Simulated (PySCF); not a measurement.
From one molecule to another.

First species: C₅H₁₁NOSi₂.
InChI=1S/C5H11NOSi2/c1-6-5-4(2-3-7)8-9-5/h7H,1-3,8-9H2

Second species: C5H4Cl2O2.
SMILES: `COC(=O)C#CC(Cl)Cl`

Levels: PBE0/pcSseg-1 for dipole moment, HOMO energy, LUMO energy and HOMO–LUMO gap; GFN2-xTB for rotational constant A and rotational constant C. Geometries: GFN2-xTB. All species are isolated and taken at one optimised geometry, non-relativistic unless stated; the electronic structure was computed with PySCF and density fitting.

The conformers computed, where there is a choice (atom-mapped SMILES and torsion angles):
- `[CH2:1]=[N:2][C:3]1=[C:4]([CH2:5][CH2:6][OH:7])[SiH2:8][SiH2:9]1`: C1–N2–C3–C4 -103°, C3–C4–C5–C6 -152°, C4–C5–C6–O7 -53°, H–O7–C6–C5 -59°
- `[CH3:1][O:2][C:3](=[O:4])[C:5]#[C:6][CH:7]([Cl:8])[Cl:9]`: C1–O2–C3–O4 0°

| property | column X | column Y |
| --- | --- | --- |
| dipole moment | 2.93 D | 1.32 D |
| HOMO energy | -6.33 eV | -8.54 eV |
| LUMO energy | -0.89 eV | -2.00 eV |
| HOMO–LUMO gap | 5.44 eV | 6.54 eV |
| rotational constant A | 1.642 GHz | 2.215 GHz |
| rotational constant C | 0.610 GHz | 0.417 GHz |

(1) Which column belongs to which species?

(2) How does each property change from the first species to the second?

Answers

(1) Column X is the first species and column Y the second. The first has 20 atoms and 84 electrons, the second 13 and 84.

(2) dipole moment -1.61 D; HOMO energy -2.21 eV; LUMO energy -1.11 eV; HOMO–LUMO gap +1.10 eV; rotational constant A +0.573 GHz; rotational constant C -0.193 GHz.

On the first: A dipole of 2.93 D is allowed in C1, and pure rotational transitions are dipole-allowed. The dipole matches unit charges of opposite sign 0.61 Å apart (1 e·Å = 4.8032 D).

On the second: A dipole of 1.32 D is allowed in Cs, and pure rotational transitions are dipole-allowed. In atomic units the dipole is 0.52 e·bohr (1 au = 2.5417 D).
